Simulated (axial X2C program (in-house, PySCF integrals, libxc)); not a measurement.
# Curves of BrOsBr from open-shell CI on d6 s0 p(π)0

Calculated with an in-house all-electron X2C program for linear molecules (integrals from PySCF): two-component X2C with atomic mean-field Coulomb and Gaunt terms, basis Br dyall-v3z, Os dyall-v3z (cores contracted in-house). Orbitals come from Hartree–Fock averaged over the configuration Os d6 s0 p(π)0; CI then distributes these electrons over the d, s, p(π) shells of Os.

Scan along the symmetric stretch (R is each bond); masses Br 78.918 u, Os 191.961 u, Br 78.918 u. Energies in cm⁻¹ from the lowest point; levels are followed by energy order within each Ω. Lowest level at 2.439 Å: 100% d6.

```tsv
R (Å)	(1)Ω=4	(1)Ω=3	(1)Ω=2	(1)Ω=0	(1)Ω=1
2.268	4756	5175	5741	5447	5859
2.354	1161	1576	2265	2295	2577
2.439	0	408	1131	1444	1584
2.537	729	1132	1848	2394	2389
2.634	2935	3321	4019	4737	4611
2.744	6654	7054	7718	8477	8299
2.878	12137	12554	13176	13921	13723
```

(1) Fit the curves (1)Ω=4, (1)Ω=0, (1)Ω=1 near their minima.

The 5 lowest curves are shown; the next is (2)Ω=1, from 3511 cm⁻¹.

There is no dynamic correlation: spin–orbit spacings and, for f shells, spacings inside one term are the most reliable numbers, splittings between terms come out too wide, and energies between configurations are not reliable, so the lowest level need not be the ground state of the molecule. For d shells the ligand-field splittings (σ, π, δ) and their order can be off by a thousand cm⁻¹ or more. At most 4 roots were kept for each Ω > 0 (twice that for Ω = 0) within 3.2 eV of the lowest, so higher up levels can be missing between those listed; levels with Ω > 0 are doubly degenerate and listed once, Ω = 0 levels singly. Some active spinors are only partly of the character that their shell is named for, so the shell names and counts are nominal. States that fill the shells left empty in the average are placed too high. The molecule was held linear; bending was not examined.

## Answers

(1) From the open-shell CI curves, Te from the lowest:

| level | Te (cm⁻¹) | Re (Å) | ωe (cm⁻¹) |
| --- | --- | --- | --- |
| (1)Ω=4 | 0 | 2.451 | 216.5 |
| (1)Ω=0 | 1454 | 2.437 | 216.0 |
| (1)Ω=1 | 1594 | 2.445 | 212.9 |

Without dynamic correlation distances can be off by several hundredths of an Å (long for ionic bonds, short for multiple bonds) and the wavenumbers are rough.
